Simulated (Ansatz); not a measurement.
Wavefunction ladder for `BC(N)=[Se]`

```xyz
8

B    -0.967   -0.577   -0.649
C     0.024    0.239    0.180
N     1.278    0.314    0.531
Se   -1.405    1.271    0.591
H    -1.046   -0.361   -1.823
H    -1.439   -1.566   -0.167
H     1.611    1.045    1.142
H     1.944   -0.365    0.196
```

Charge 0, multiplicity 1. Correlated methods include outer-core shells of Se, which these sets cover unevenly. Scalar relativity is left out up to krypton. Geometry: relaxed with PBE0-D4/def2-TZVP. It is one conformer, not always the lowest. Frozen core, restricted reference, Ansatz 0.2.0.

```csv
basis,HF (Eh),MP2 corr.,CCSD corr.,(T),CCSD(T) total
def2-SVP,-2518.76555,-0.62163,-0.64837,?,?
def2-TZVPP,-2519.19933,?,?,-0.03552,?
def2-QZVPP,?,-1.07952,–,–,–
```

(1) Fill in the withheld values. (Best estimate.)

Results:

(1) Ansatz gave: def2-SVP (T): -0.02345; def2-SVP CCSD(T) total: -2519.43737; def2-TZVPP MP2 corr.: -0.74482; def2-TZVPP CCSD corr.: -0.76619; def2-TZVPP CCSD(T) total: -2520.00104; def2-QZVPP HF (Eh): -2519.25194.
